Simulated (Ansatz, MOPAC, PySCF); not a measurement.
Torsion H3–O1–O2–H4 in H2O2 (SMILES OO); at each angle all else is relaxed with GFN2-xTB, and the levels are single points there.
Geometry at 120° (charge 0, multiplicity 1):
```xyz
4

O     -0.652     0.387     0.273
O      0.649     0.380    -0.276
H     -1.084    -0.372    -0.143
H      0.719     1.237    -0.718
```

On the grid 0° to 180°, 0° is the highest and 120° the lowest point at CCSD(T)/CBS(cc-pVTZ, cc-pVQZ).

Correlated levels freeze the cores. CBS(a, b) extrapolates the correlation energy as X⁻³ and adds the Hartree–Fock energy of set b. Rows in 6-311+G** carry no dispersion term and start afresh at each structure. The state that PM6 reach isn't checked.

Codes used: Ansatz (a first-principles code); MOPAC for PM6 (differences of heats of formation); PySCF for 6-311+G** rows, the dispersion terms. Values without a source in brackets are computed.

| level | energy at 0° less that at 120° (kcal/mol) |
|---|---|
| PM6 | 6.94 |
| HF/cc-pVDZ | 7.71 |
| r2SCAN-D3(BJ)/def2-TZVPP | 7.07 |
| B3LYP/6-311+G** | (withheld) |
| PBE0-D3(BJ)/def2-TZVPP | 7.17 |
| SCS-MP2/cc-pVDZ | 7.64 |
| SCS-MP2/cc-pVQZ | 6.96 |
| CCSD/cc-pVDZ | 7.63 |
| CCSD(T)/CBS(cc-pVTZ, cc-pVQZ) | 6.87 |

### Question
Fill in the missing entries.

### Answer

- B3LYP/6-311+G**, energy at 0° less that at 120° (kcal/mol): 8.24
